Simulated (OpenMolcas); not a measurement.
# TeC at 1.897 Å: OpenMolcas input and output

Input (each module block was a call of its own in one work directory; start orbitals came from a preliminary run):

```
&GATEWAY
Coord
2
angstrom
Te 0.0 0.0 0.0
C 0.0 0.0 1.8970
Basis=ANO-RCC-VTZP
Group=XY
RX2C
AMFI
ANGMom
0.0 0.0 0.0
RICD
&SEWARD
&GUESSORB
* RASSCF and CASPT2 blocks for each multiplicity and irrep, as for the first:
&RASSCF
FileOrb=$CurrDir/o11.orb
Symmetry=1
Spin=1
nActEl=8 0 0
Inactive=15 10
RAS2=3 4
CIRoot=5 5 1
Linear
Iterations=120 100
OrbListing=Nothing
PRWF=0.15
>>COPY $Project.RasOrb $CurrDir/o11.orb
>>COPY $Project.rasscf.h5 $CurrDir/r11.h5
&CASPT2
XMultistate=all
Imaginary=0.2
IPEA=0.25
MaxIter=40
>>COPY $Project.JobMix JOB001
&RASSI
Nr of JobIphs=5 5 4 4 2 2
1 2 3 4 5
1 2 3 4
1 2 3 4
1 2
1 2
SpinOrbit
EJob
Omega
MEES
MESO
Properties=4
'AngMom' 3 'Mltpl  1' 1 'Mltpl  1' 2 'Mltpl  1' 3
Thrs=1.0d-4
>>COPY $Project.rassi.h5 $CurrDir/so.h5
```

```bash
pymolcas m.inp
```

C2 symmetry about the axis (a holds Σ, Δ, Γ; b holds Π, Φ, H; Σ⁺ and Σ⁻ are not told apart); roots by multiplicity and irrep: 1a 5, 3b 4, 3a 4, 1b 2, 5b 2.

RASSI part of the output, in excerpt:

```
SPIN-FREE ENERGIES:
  (Shifted by EMIN (a.u.) =      -6829.3633786717)
 SF State       Relative EMIN(au)   Rel lowest level(eV)    D:o, cm**(-1)      Abs_M
     1             0.0000000000        0.0000000000              0.0000         0.0
     6             0.0886007079        2.4109480832          19445.6077         1.0
     7             0.0886007098        2.4109481349          19445.6081         1.0
    10             0.1059577162        2.8832563406          23255.0307         0.0
    11             0.1293048726        3.5185648325          28379.1393         2.0
    12             0.1293989478        3.5211247493          28399.7864         2.0
    14             0.1370587322        3.7295580992          30080.9147         1.0
    15             0.1370587436        3.7295584101          30080.9172         1.0
    13             0.1456428755        3.9631445388          31964.9164         0.0
     2             0.1463561658        3.9825541560          32121.4655         0.0
     3             0.1522951199        4.1441613298          33424.9153         2.0
     4             0.1525743591        4.1517598169          33486.2012         2.0
    16             0.1669715486        4.5435273009          36646.0191         1.0
    17             0.1669715486        4.5435273009          36646.0191         1.0
     8             0.2140039458        5.8233440283          46968.4371         1.0
     9             0.2140039615        5.8233444551          46968.4406         1.0
     5             0.2196349432        5.9765712730          48204.2982         0.0
++ Dipole transition strengths (spin-free states):
     for osc. strength at least  1.00000000E-05
      From   To        Osc. strength     Einstein coefficients Ax, Ay, Az (sec-1)    Total A (sec-1)
         1   14       1.95353565E-03  8.52429871E+05  3.26656568E+05  0.00000000E+00  1.17908644E+06
         1   15       1.95353287E-03  3.26656174E+05  8.52428783E+05  0.00000000E+00  1.17908496E+06
         1    5       1.03404653E-01  0.00000000E+00  0.00000000E+00  1.60270591E+08  1.60270591E+08
         6   10       4.72117008E-04  4.25683672E+03  3.13100908E+02  0.00000000E+00  4.56993762E+03
         6   11       6.15089479E-04  9.10631958E+02  3.18330020E+04  0.00000000E+00  3.27436340E+04
         6   12       6.16511200E-04  3.20542356E+04  9.16961065E+02  0.00000000E+00  3.29711967E+04
         6   13       5.92389056E-04  4.27941687E+03  5.76518481E+04  0.00000000E+00  6.19312650E+04
         6    8       1.19335454E-03  0.00000000E+00  0.00000000E+00  6.02973013E+05  6.02973013E+05
         6    9       1.04853925E-05  0.00000000E+00  0.00000000E+00  5.29801503E+03  5.29801503E+03
         7   10       4.72116674E-04  3.13100471E+02  4.25683292E+03  0.00000000E+00  4.56993339E+03
         7   11       6.15090339E-04  3.18330439E+04  9.10632738E+02  0.00000000E+00  3.27436767E+04
         7   12       6.16511848E-04  9.16961020E+02  3.20542672E+04  0.00000000E+00  3.29712283E+04
         7   13       5.92389448E-04  5.76518821E+04  4.27941978E+03  0.00000000E+00  6.19313018E+04
         7    8       1.04854163E-05  0.00000000E+00  0.00000000E+00  5.29802553E+03  5.29802553E+03
         7    9       1.19334286E-03  0.00000000E+00  0.00000000E+00  6.02967240E+05  6.02967240E+05
        10    8       3.22207250E-03  1.05995147E+06  1.48600767E+05  0.00000000E+00  1.20855223E+06
        10    9       3.22207220E-03  1.48600648E+05  1.05995182E+06  0.00000000E+00  1.20855247E+06
        11    8       5.22996876E-04  6.71187091E+02  1.19878835E+05  0.00000000E+00  1.20550022E+05
        11    9       5.22997289E-04  1.19878970E+05  6.71192225E+02  0.00000000E+00  1.20550162E+05
        12    8       5.22414941E-04  1.19479606E+05  6.68937884E+02  0.00000000E+00  1.20148544E+05
        12    9       5.22414880E-04  6.68937898E+02  1.19479636E+05  0.00000000E+00  1.20148574E+05
        14    2       1.48801207E-04  1.14494704E+02  2.98784458E+02  0.00000000E+00  4.13279162E+02
        14    3       1.30625999E-04  9.64288744E+02  1.00378045E+01  0.00000000E+00  9.74326549E+02
        14    4       1.33021264E-04  1.05955446E+01  1.01829840E+03  0.00000000E+00  1.02889395E+03
        14    5       5.12057594E-05  8.11137948E+03  3.10724465E+03  0.00000000E+00  1.12186241E+04
        15    2       1.48807972E-04  2.98797581E+02  1.14499354E+02  0.00000000E+00  4.13296935E+02
        15    3       1.30622390E-04  1.00339435E+01  9.64264231E+02  0.00000000E+00  9.74298175E+02
        15    4       1.33013942E-04  1.01823645E+03  1.05993419E+01  0.00000000E+00  1.02883580E+03
        15    5       5.12062680E-05  3.10725961E+03  8.11147284E+03  0.00000000E+00  1.12187324E+04
        13    8       6.84764317E-04  1.27263642E+04  9.00917684E+04  0.00000000E+00  1.02818133E+05
        13    9       6.84765129E-04  9.00919227E+04  1.27263791E+04  0.00000000E+00  1.02818302E+05
 Electric-quadrupole - electric-quadrupole not included
 Electric-dipole - electric-octupole not included
 Electric-dipole - magnetic-quadrupole not included
   Eigenvalues of complex Hamiltonian:
  (Shifted by EMIN (a.u.) =      -6829.3633786717)
 SO State       Relative EMIN(au)   Rel lowest level(eV)    D:o, cm**(-1)      Omega
     1            -0.0008346962        0.0000000000              0.0000         0.0
     2             0.0834153548        2.2925606790          18490.7489         0.0
     3             0.0845711740        2.3240121213          18744.4219         0.0
     4             0.0869652400        2.3891579755          19269.8586         1.0
     5             0.0869652420        2.3891580297          19269.8591         1.0
     6             0.0912362030        2.5053767994          20207.2267         2.0
     7             0.0912376004        2.5054148256          20207.5334         2.0
     8             0.1043416368        2.8619938218          23083.5369         1.0
     9             0.1043416369        2.8619938228          23083.5369         1.0
    10             0.1063136123        2.9156540085          23516.3355         0.0
    11             0.1242764575        3.4044479268          27458.7243         3.0
    12             0.1242764575        3.4044479268          27458.7243         3.0
    13             0.1267352536        3.4713551767          27998.3677         2.0
    14             0.1268468409        3.4743916237          28022.8583         2.0
    15             0.1307383961        3.5802862341          28876.9559         1.0
    16             0.1307384000        3.5802863409          28876.9568         1.0
    17             0.1396836027        3.8236977053          30840.2018         1.0
    18             0.1396836085        3.8236978650          30840.2031         1.0
    19             0.1460339969        3.9965007359          32233.9523         0.0
    20             0.1469228703        4.0206882132          32429.0374         0.0
    21             0.1485513566        4.0650015815          32786.4489         1.0
    22             0.1485513581        4.0650016225          32786.4492         1.0
    23             0.1550283741        4.2412502084          34207.9899         2.0
    24             0.1552873757        4.2482979996          34264.8342         2.0
    25             0.1597894377        4.3708053479          35252.9226         3.0
    26             0.1597894377        4.3708053479          35252.9226         3.0
    27             0.1633811425        4.4685406141          36041.2107         2.0
    28             0.1633814218        4.4685482143          36041.2720         2.0
    29             0.1670373164        4.5680301755          36843.6481         1.0
    30             0.1670373165        4.5680301786          36843.6481         1.0
    31             0.1706734491        4.6669743872          37641.6870         0.0
    32             0.1708703760        4.6723330399          37684.9074         0.0
    33             0.1747887234        4.7789567054          38544.8853         1.0
    34             0.1747887234        4.7789567055          38544.8853         1.0
    35             0.2105546938        5.7521983399          46394.6084         0.0
    36             0.2110525273        5.7657450778          46503.8703         0.0
    37             0.2147102766        5.8652775088          47306.6535         1.0
    38             0.2147102920        5.8652779270          47306.6568         1.0
    39             0.2183075603        5.9631645841          48096.1660         2.0
    40             0.2183085834        5.9631924229          48096.3905         2.0
    41             0.2201461303        6.0131946231          48499.6854         0.0
 Weights of the five most important spin-orbit-free states for each spin-orbit state.
 SO State  Total energy (au)           Spin-free states, spin, and weights
    1        -0.000835       1 0.0  0.9928   13 1.0  0.0030    7 1.0  0.0021    6 1.0  0.0021    8 1.0  0.0000
    2         0.083415       6 1.0  0.4737    7 1.0  0.4737   10 1.0  0.0469   16 2.0  0.0022   17 2.0  0.0022
    3         0.084571       6 1.0  0.4932    7 1.0  0.4932   13 1.0  0.0048    1 0.0  0.0037   16 2.0  0.0018
    4         0.086965       6 1.0  0.9543   10 1.0  0.0294   16 2.0  0.0055   11 1.0  0.0038   12 1.0  0.0038
    5         0.086965       7 1.0  0.9543   10 1.0  0.0294   17 2.0  0.0055   11 1.0  0.0038   12 1.0  0.0038
    6         0.091236       7 1.0  0.4915    6 1.0  0.4915   11 1.0  0.0094   17 2.0  0.0029   16 2.0  0.0029
    7         0.091238       7 1.0  0.4915    6 1.0  0.4915   12 1.0  0.0093   17 2.0  0.0029   16 2.0  0.0029
    8         0.104342      10 1.0  0.9231   13 1.0  0.0397    7 1.0  0.0248   14 0.0  0.0091   15 0.0  0.0008
    9         0.104342      10 1.0  0.9231   13 1.0  0.0397    6 1.0  0.0248   15 0.0  0.0091   14 0.0  0.0008
   10         0.106314      10 1.0  0.9362    6 1.0  0.0224    7 1.0  0.0224    2 0.0  0.0180   17 2.0  0.0002
   11         0.124276      11 1.0  0.5011   12 1.0  0.4903   17 2.0  0.0043   16 2.0  0.0043   15 0.0  0.0000
   12         0.124276      11 1.0  0.5011   12 1.0  0.4903   17 2.0  0.0043   16 2.0  0.0043   15 0.0  0.0000
   13         0.126735      11 1.0  0.8911    3 0.0  0.0998    6 1.0  0.0034    7 1.0  0.0034   16 2.0  0.0011
   14         0.126847      12 1.0  0.8923    4 0.0  0.0987    6 1.0  0.0034    7 1.0  0.0034   17 2.0  0.0011
   15         0.130738      14 0.0  0.3701   12 1.0  0.2986   11 1.0  0.2901   13 1.0  0.0271    7 1.0  0.0097
   16         0.130738      15 0.0  0.3701   12 1.0  0.2986   11 1.0  0.2901   13 1.0  0.0271    6 1.0  0.0097
   17         0.139684      14 0.0  0.4987   12 1.0  0.1969   11 1.0  0.1946   13 1.0  0.1079    7 1.0  0.0010
   18         0.139684      15 0.0  0.4987   12 1.0  0.1969   11 1.0  0.1946   13 1.0  0.1079    6 1.0  0.0010
   19         0.146034      13 1.0  0.9799   16 2.0  0.0059   17 2.0  0.0059    1 0.0  0.0033    7 1.0  0.0017
   20         0.146923       2 0.0  0.9764   10 1.0  0.0155    7 1.0  0.0021    6 1.0  0.0021    9 1.0  0.0019
   21         0.148551      13 1.0  0.8127   14 0.0  0.1166   10 1.0  0.0430   17 2.0  0.0074   16 2.0  0.0067
   22         0.148551      13 1.0  0.8127   15 0.0  0.1166   10 1.0  0.0430   16 2.0  0.0074   17 2.0  0.0067
   23         0.155028       3 0.0  0.8949   11 1.0  0.0958    6 1.0  0.0026    7 1.0  0.0026    8 1.0  0.0020
   24         0.155287       4 0.0  0.8960   12 1.0  0.0946    6 1.0  0.0026    7 1.0  0.0026    8 1.0  0.0021
   25         0.159789      16 2.0  0.4957   17 2.0  0.4957   12 1.0  0.0043   11 1.0  0.0043   14 0.0  0.0000
   26         0.159789      16 2.0  0.4957   17 2.0  0.4957   12 1.0  0.0043   11 1.0  0.0043   14 0.0  0.0000
   27         0.163381      16 2.0  0.4928   17 2.0  0.4928    8 1.0  0.0033    9 1.0  0.0033   11 1.0  0.0027
   28         0.163381      16 2.0  0.4928   17 2.0  0.4928    8 1.0  0.0033    9 1.0  0.0033   12 1.0  0.0027
   29         0.167037      16 2.0  0.7256   17 2.0  0.2526    8 1.0  0.0106    6 1.0  0.0060   13 1.0  0.0034
   30         0.167037      17 2.0  0.7256   16 2.0  0.2526    9 1.0  0.0106    7 1.0  0.0060   13 1.0  0.0034
   31         0.170673      17 2.0  0.4919   16 2.0  0.4919    8 1.0  0.0054    9 1.0  0.0054    6 1.0  0.0018
   32         0.170870      17 2.0  0.4867   16 2.0  0.4867   13 1.0  0.0116    8 1.0  0.0052    9 1.0  0.0052
   33         0.174789      17 2.0  0.4945   16 2.0  0.4945   13 1.0  0.0086   10 1.0  0.0023   14 0.0  0.0001
   34         0.174789      16 2.0  0.4945   17 2.0  0.4945   13 1.0  0.0086   10 1.0  0.0023   15 0.0  0.0001
   35         0.210555       8 1.0  0.4795    9 1.0  0.4795    5 0.0  0.0294   16 2.0  0.0054   17 2.0  0.0054
   36         0.211053       8 1.0  0.4924    9 1.0  0.4924   16 2.0  0.0056   17 2.0  0.0056    2 0.0  0.0038
   37         0.214710       8 1.0  0.9869   16 2.0  0.0089   17 2.0  0.0021   15 0.0  0.0011   12 1.0  0.0004
   38         0.214710       9 1.0  0.9869   17 2.0  0.0089   16 2.0  0.0021   14 0.0  0.0011   12 1.0  0.0004
   39         0.218308       9 1.0  0.4947    8 1.0  0.4947    3 0.0  0.0033   17 2.0  0.0032   16 2.0  0.0032
   40         0.218309       9 1.0  0.4946    8 1.0  0.4946    4 0.0  0.0033   17 2.0  0.0032   16 2.0  0.0032
   41         0.220146       5 0.0  0.9688    8 1.0  0.0145    9 1.0  0.0145    7 1.0  0.0008    6 1.0  0.0008
++ Dipole transition strengths (SO states):
        for osc. strength at least   1.00000000E-05
      From   To        Osc. strength     Einstein coefficients Ax, Ay, Az (sec-1)    Total A (sec-1)
         1    3       1.30954125E-05  0.00000000E+00  0.00000000E+00  3.06906093E+03  3.06906093E+03
         1    8       5.14346508E-05  1.69592113E+04  1.32190572E+03  0.00000000E+00  1.82811170E+04
         1    9       5.14345902E-05  1.32190157E+03  1.69591939E+04  0.00000000E+00  1.82810955E+04
...
```

Only roots inside an energy window near the equilibrium distance were included, so the list of states is not complete; labels number the states computed. Each spin and symmetry block has orbitals of its own, averaged over its own roots, so gaps between blocks are less sure than gaps within one and near the minimum can be off by tenths of an eV, in bad cases by more. No Rydberg orbitals are active, so Rydberg states, and σ→σ* states whose orbital the CASSCF left unused, can be missing between those listed. CASPT2 splits the two components of degenerate states numerically, here by up to 61 cm⁻¹. No roots were computed in block 5a (none fell in the window or the block failed), so states of that kind are missing and can lie low or lowest.
